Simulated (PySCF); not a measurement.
MeOCOCH(CF3)2, C5H4F6O2.
Cartesian coordinates in Å at the PBE0-D3(BJ)/def2-SVP level; atoms count from 1:
```
atom  x, y, z in Å
C1     2.5745    0.3867    0.5913
O2     1.1617    0.2339    0.5458
C3     0.6463   -0.0530   -0.6409
O4     1.2742   -0.1989   -1.6504
C5    -0.8711   -0.1798   -0.5729
C6    -1.5373    1.1153   -0.1158
F7    -2.8430    1.0858   -0.3752
F8    -1.0093    2.1421   -0.7869
F9    -1.3820    1.3505    1.1791
C10   -1.3038   -1.4033    0.2301
F11   -1.0715   -1.2795    1.5289
F12   -2.6040   -1.6349    0.0646
F13   -0.6359   -2.4740   -0.2069
H14    3.0720   -0.5409    0.2749
H15    2.8217    0.6195    1.6324
H16    2.8936    1.2026   -0.0728
H17   -1.2025   -0.3550   -1.6050
```

Level of theory: PBE0-D3(BJ)/def2-SVP geometry optimisation, gas phase (PySCF).

Take the most abundant isotopes and a rigid rotor. The values belong to one conformer with, in the numbering `[CH3:1][O:2][C:3](=[O:4])[CH:5]([C:6]([F:7])([F:8])[F:9])[C:10]([F:11])([F:12])[F:13]`, C1–O2–C3–O4 1°, O2–C3–C5–C6 61°.

(1) What are A, B and C (MHz)?

(2) What kind of rotor is it?

(3) Is it planar, by Δ = Ic − Ia − Ib?

(4) Which lines would a microwave search look for?

## Answers

(1) Ia = 536.31, Ib = 642.01, Ic = 882.07 u·Å²; 505379 MHz·u·Å²/I gives A = 942.3, B = 787.2, C = 572.9 MHz.

(2) An asymmetric top. Ray's parameter κ = (2B − A − C)/(A − C) = 0.160; −1 is the prolate and +1 the oblate limit.

(3) Not planar: Δ = Ic − Ia − Ib = -296.25 u·Å². For a rigid frame Δ = −2 Σ m c², so Σ m c² = 148.12 u·Å² lies off the ab plane: 6.81 from hydrogen and 141.31 from heavier atoms. The atom farthest from that plane is 1.92 Å away.

(4) The dipole components are |μa| = 1.65 D, |μb| = 0.07 D, |μc| = 0.71 D. Intensities carry the squares of the components, which stand as 1.00 : 0.00 : 0.19 (a : b : c). Some lines, for components of 0.1 D or more:

```tsv
type	branch	J(Ka,Kc)	MHz	lower level (cm⁻¹)
a	Q	3(2,1) ← 3(2,2)	457	0.307
c	Q	3(3,1) ← 3(2,1)	916	0.322
a	Q	4(2,2) ← 4(2,3)	1009	0.485
c	Q	4(4,1) ← 4(3,1)	1455	0.548
a	Q	5(2,3) ← 5(2,4)	1690	0.704
c	R	1(1,0) ← 0(0,0)	1730	0.000
a	Q	4(1,3) ← 4(1,4)	1876	0.420
c	Q	5(5,1) ← 5(4,1)	2009	0.836
a	Q	5(1,4) ← 5(1,5)	2481	0.620
a	R	2(0,2) ← 1(0,1)	2602	0.045
a	R	2(1,1) ← 1(1,0)	2934	0.058
c	R	2(2,1) ← 1(1,1)	3614	0.051
a	R	3(2,2) ← 2(2,1)	4080	0.171
c	R	3(2,1) ← 2(1,1)	5003	0.156
c	R	3(3,0) ← 2(2,0)	5384	0.175
a	R	4(1,3) ← 3(1,2)	5499	0.299
a	R	4(3,2) ← 3(3,1)	5593	0.353
a	R	4(2,2) ← 3(2,1)	5894	0.322
a	R	5(1,5) ← 4(1,4)	6010	0.420
a	R	5(0,5) ← 4(0,4)	6013	0.419
c	R	4(1,3) ← 3(0,3)	6751	0.257
a	R	5(3,3) ← 4(3,2)	6929	0.540
a	R	5(2,3) ← 4(2,2)	7226	0.519
c	R	5(1,4) ← 4(0,4)	8494	0.419
c	R	5(3,3) ← 4(2,3)	8553	0.485
c	R	5(4,1) ← 4(3,1)	8634	0.548
c	R	5(5,0) ← 4(4,0)	9177	0.598
```

Stationary, but not proved a minimum. No vibrational averaging or centrifugal distortion is included, and the geometry carries the error of its method. A rigid rotor knows nothing of internal rotation, which can split or shift real lines.
